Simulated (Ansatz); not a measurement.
Cost and result up the ladder for AlGe₂₄PH₃₀, a doped nanocrystal cut from the lattice of germanium (Al and P 4.7 A apart) (56 atoms). Total charge 0; singlet. Geometry: PBE-D4/def2-SVP.

```xyz
56

Ge    2.096   -2.144   -0.457
Ge    3.229    0.008    2.788
Ge    4.772    0.778   -0.805
Ge    1.215    1.138   -2.374
Ge    2.330    3.368    0.809
Ge    0.386   -2.896    3.070
Ge   -0.610   -5.034   -0.197
Ge   -1.415   -1.625   -2.115
Ge   -3.222   -2.383    1.367
Al   -0.546    0.611    1.297
Ge   -1.249    3.906   -0.994
Ge   -4.024    1.059   -0.686
Ge   -2.185    1.675   -4.232
Ge    3.949   -1.001    0.671
Ge    1.216   -3.914    0.996
Ge    2.291   -1.798    4.170
Ge    0.313   -0.490   -0.782
Ge    1.457    1.652    2.341
P     2.963    2.250   -1.192
Ge   -0.397    2.862   -3.044
Ge    0.684    5.023    0.030
Ge   -1.422   -1.285    2.633
Ge   -2.358   -3.391   -0.697
Ge   -3.147    0.003   -2.719
Ge   -4.927   -0.721    0.751
Ge   -2.246    2.249    0.527
H     2.621   -2.727   -1.810
H     4.492    0.626    3.470
H     5.181    0.343   -2.243
H     5.875    1.711   -0.226
H     2.049    0.577   -3.574
H     3.706    4.033    1.150
H    -0.065   -4.072    3.998
H    -0.070   -5.669   -1.514
H    -1.182   -6.184    0.686
H    -0.798   -2.245   -3.413
H    -3.923   -3.520    2.181
H    -2.232    5.035   -1.447
H    -5.191    2.008   -1.115
H    -1.596    1.006   -5.511
H    -3.246    2.721   -4.687
H     5.194   -1.924    0.872
H     2.361   -4.928    1.319
H     3.419   -2.836    4.460
H     1.860   -1.184    5.537
H     1.304    2.491    3.655
H     3.494    3.265   -2.055
H     0.333    3.899   -3.958
H     1.406    5.977   -0.972
H     0.292    5.861    1.283
H    -2.025   -0.952    4.039
H    -3.522   -4.091   -1.471
H    -4.301   -0.732   -3.475
H    -6.100   -1.429    0.006
H    -5.521   -0.078    2.043
H    -2.968    3.115    1.614
```

Ansatz on 11 threads of AMD EPYC 7R13 on a shared host and a whole NVIDIA H100 80GB HBM3. Times are rough, and most runs start from the orbitals of an earlier one. No level here is sound enough to serve as a yardstick. Binding counts from free atoms at the same level (Ge triplet, Al doublet, P quartet, H doublet; other spins of the atoms weren't run), without zero-point energy or a counterpoise term.

The 6-31G sets use Cartesian d functions. B3LYP takes the VWN-RPA correlation. Single mean-field runs in 6-31G, STO-3G, def2-SVP, def2-TZVP are fitted with def2-universal-jkfit.

```
                            level  functions  wall time  binding energy per atom (eV)
                        HF/STO-3G        480      3.8 s                          3.88
                  PBE-D4/def2-SVP        954      6.5 s                          2.99
 r2SCAN-D4/def2-SVP (with forces)        954      7.5 s                          3.01
                         HF/6-31G        782        8 s                          1.89
                   B3LYP-D4/6-31G        782      8.5 s                          2.88
                 PBE-D4/def2-TZVP       1406      8.5 s                          2.99
                 PBE0-D4/def2-SVP        954       14 s                          2.99
r2SCANh-D4/def2-SVP (with forces)        954       20 s                          3.00
                PBE0-D4/def2-TZVP       1406       22 s                          2.99
```
